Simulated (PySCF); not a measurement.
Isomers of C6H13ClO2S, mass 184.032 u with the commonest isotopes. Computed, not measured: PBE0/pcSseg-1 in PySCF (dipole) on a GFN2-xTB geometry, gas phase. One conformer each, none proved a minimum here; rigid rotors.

Question: Order these by rotational constant B, smallest first.
A. `[CH3:1][CH2:2][CH2:3][C:4]([CH3:5])([CH3:6])[S:7](=[O:8])(=[O:9])[Cl:10]` with C1–C2–C3–C4 180°, C2–C3–C4–C5 -66°, C3–C4–S7–O8 -175°
B. `[CH3:1][CH:2]([CH3:3])[C:4]([CH3:5])([CH3:6])[S:7](=[O:8])(=[O:9])[Cl:10]` with C1–C2–C4–C5 53°, C2–C4–S7–O8 -170°
C. `[CH3:1][CH2:2][C@@H:3]([CH3:4])[C@H:5]([CH3:6])[S:7](=[O:8])(=[O:9])[Cl:10]` with C1–C2–C3–C4 175°, C2–C3–C5–C6 -71°, C3–C5–S7–O8 88°
D. `[CH3:1][C:2]([CH3:3])([CH3:4])[CH2:5][CH2:6][S:7](=[O:8])(=[O:9])[Cl:10]` with C2–C5–C6–S7 177°, C5–C6–S7–O8 180°
E. `[CH3:1][CH:2]([CH3:3])[C@@H:4]([CH3:5])[CH2:6][S:7](=[O:8])(=[O:9])[Cl:10]` with C1–C2–C4–C5 163°, C2–C4–C6–S7 170°, C4–C6–S7–O8 -41°

Answer: D (522.1 MHz), E (567.1 MHz), C (656.8 MHz), A (689.4 MHz), B (827.1 MHz).

Question: Order these by rotational constant C, smallest first.
A. `[CH3:1][CH:2]([CH3:3])[C:4]([CH3:5])([CH3:6])[S:7](=[O:8])(=[O:9])[Cl:10]` with C1–C2–C4–C5 53°, C2–C4–S7–O8 -170°
B. `[CH3:1][CH2:2][C@@H:3]([CH3:4])[C@H:5]([CH3:6])[S:7](=[O:8])(=[O:9])[Cl:10]` with C1–C2–C3–C4 175°, C2–C3–C5–C6 -71°, C3–C5–S7–O8 88°
C. `[CH3:1][CH:2]([CH3:3])[C@@H:4]([CH3:5])[CH2:6][S:7](=[O:8])(=[O:9])[Cl:10]` with C1–C2–C4–C5 163°, C2–C4–C6–S7 170°, C4–C6–S7–O8 -41°
D. `[CH3:1][CH2:2][CH2:3][C:4]([CH3:5])([CH3:6])[S:7](=[O:8])(=[O:9])[Cl:10]` with C1–C2–C3–C4 180°, C2–C3–C4–C5 -66°, C3–C4–S7–O8 -175°
E. `[CH3:1][C:2]([CH3:3])([CH3:4])[CH2:5][CH2:6][S:7](=[O:8])(=[O:9])[Cl:10]` with C2–C5–C6–S7 177°, C5–C6–S7–O8 180°

Answer: E (484.8 MHz), C (510.1 MHz), B (595.4 MHz), D (609.0 MHz), A (788.4 MHz).

Question: Order these by out-of-plane moment Σ m c² = (Ia + Ib − Ic)/2, largest first.
A. `[CH3:1][C:2]([CH3:3])([CH3:4])[CH2:5][CH2:6][S:7](=[O:8])(=[O:9])[Cl:10]` with C2–C5–C6–S7 177°, C5–C6–S7–O8 180°
B. `[CH3:1][CH2:2][C@@H:3]([CH3:4])[C@H:5]([CH3:6])[S:7](=[O:8])(=[O:9])[Cl:10]` with C1–C2–C3–C4 175°, C2–C3–C5–C6 -71°, C3–C5–S7–O8 88°
C. `[CH3:1][CH:2]([CH3:3])[C:4]([CH3:5])([CH3:6])[S:7](=[O:8])(=[O:9])[Cl:10]` with C1–C2–C4–C5 53°, C2–C4–S7–O8 -170°
D. `[CH3:1][CH2:2][CH2:3][C:4]([CH3:5])([CH3:6])[S:7](=[O:8])(=[O:9])[Cl:10]` with C1–C2–C3–C4 180°, C2–C3–C4–C5 -66°, C3–C4–S7–O8 -175°
E. `[CH3:1][CH:2]([CH3:3])[C@@H:4]([CH3:5])[CH2:6][S:7](=[O:8])(=[O:9])[Cl:10]` with C1–C2–C4–C5 163°, C2–C4–C6–S7 170°, C4–C6–S7–O8 -41°

Answer: C (170.45 u·Å²), D (128.57 u·Å²), B (123.83 u·Å²), A (108.29 u·Å²), E (102.65 u·Å²).

```json
{"SMILES": "CCCC(C)(C)S(=O)(=O)Cl", "point group": "C1", "Ia (u·Å²)": "353.91", "Ib (u·Å²)": "733.10", "Ic (u·Å²)": "829.87", "κ": "-0.80", "μa (D)": "4.45", "μb (D)": "0.80", "μc (D)": "1.96"}
{"SMILES": "CC(C)C(C)(C)S(=O)(=O)Cl", "point group": "C1", "Ia (u·Å²)": "370.89", "Ib (u·Å²)": "611.06", "Ic (u·Å²)": "641.04", "κ": "-0.87", "μa (D)": "4.39", "μb (D)": "0.40", "μc (D)": "1.73"}
{"SMILES": "CC[C@@H](C)[C@H](C)S(=O)(=O)Cl", "point group": "C1", "Ia (u·Å²)": "326.97", "Ib (u·Å²)": "769.51", "Ic (u·Å²)": "848.83", "κ": "-0.87", "μa (D)": "4.01", "μb (D)": "1.85", "μc (D)": "1.62"}
{"SMILES": "CC(C)(C)CCS(=O)(=O)Cl", "point group": "C1", "Ia (u·Å²)": "291.02", "Ib (u·Å²)": "968.03", "Ic (u·Å²)": "1042.48", "κ": "-0.94", "μa (D)": "4.55", "μb (D)": "0.64", "μc (D)": "1.23"}
{"SMILES": "CC(C)[C@@H](C)CS(=O)(=O)Cl", "point group": "C1", "Ia (u·Å²)": "304.95", "Ib (u·Å²)": "891.12", "Ic (u·Å²)": "990.77", "κ": "-0.90", "μa (D)": "4.23", "μb (D)": "1.57", "μc (D)": "1.01"}
```
